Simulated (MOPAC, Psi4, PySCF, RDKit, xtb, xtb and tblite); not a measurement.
Two geometries of C₇H₈O₂, SMILES O=CCCc1ccco1, relaxed at GFN2-xTB with one dihedral held; other torsions can differ between them too.

Structure A

```
17

O     -1.8003     2.1584     0.9980
C     -1.9547     1.0061     0.7063
C     -1.7961     0.4478    -0.6817
C     -2.0545    -1.0607    -0.7632
C     -1.0433    -1.8343     0.0146
C      0.1841    -2.3194    -0.3278
C      0.7073    -2.9374     0.8351
C     -0.2390    -2.7803     1.7969
O     -1.3010    -2.1139     1.3114
H     -2.2407     0.2580     1.4698
H     -2.4842     0.9865    -1.3390
H     -0.7849     0.6795    -1.0264
H     -3.0490    -1.2813    -0.3706
H     -2.0144    -1.3753    -1.8070
H      0.6552    -2.2518    -1.2871
H      1.6535    -3.4281     0.9338
H     -0.2788    -3.0846     2.8236
```

Structure B

```
17

O     -1.8497     2.1859     0.9086
C     -1.9530     1.0217     0.6496
C     -1.7987     0.4286    -0.7230
C     -0.3145     0.0535    -0.9348
C      0.5743     1.2425    -0.8052
C      0.8926     2.2393    -1.6796
C      1.7502     3.1221    -0.9788
C      1.8857     2.5968     0.2670
O      1.1796     1.4599     0.3815
H     -2.1130     0.2707     1.4492
H     -2.4174    -0.4624    -0.8263
H     -2.0820     1.1706    -1.4710
H     -0.0181    -0.6889    -0.1909
H     -0.2054    -0.3807    -1.9298
H      0.5615     2.3330    -2.6939
H      2.1973     4.0195    -1.3538
H      2.4346     2.9213     1.1282
```

Question: Which is lower in energy at the level PBE0-D3(BJ)/def2-SVP // GFN2-xTB in Psi4, and by how much?

Answer: A is lower, by 4.21 kJ/mol (dihedral O1–C2–C3–C4: 180° in A, 90° in B).

E(B) − E(A) in kJ/mol at the other levels, on the same two geometries: GFN2-xTB (xtb and tblite) 2.65; MMFF94 // GFN2-xTB (RDKit) 14.51; PBE0/def2-SVP // GFN2-xTB (Psi4) 5.24; PBE/def2-SVP // GFN2-xTB (Psi4) 4.14; PBE-D3(BJ)/def2-SVP // GFN2-xTB (Psi4) 3.10; UFF // GFN2-xTB (RDKit) 5.07; PM6, restricted, heats of formation // GFN2-xTB (MOPAC) 15.24; PM3, restricted, heats of formation // GFN2-xTB (MOPAC) 11.21; GFN1-xTB // GFN2-xTB (xtb) 6.30; restricted B3LYP/6-31G*, spherical d, density fitting // GFN2-xTB (PySCF) 4.52; restricted LDA (SVWN5)/6-31G*, spherical d, density fitting // GFN2-xTB (PySCF) 4.93; restricted Hartree-Fock/6-31G*, spherical d, density fitting // GFN2-xTB (PySCF) 7.13; restricted MP2 (frozen core)/6-31G*, spherical d // GFN2-xTB (PySCF) 1.13.
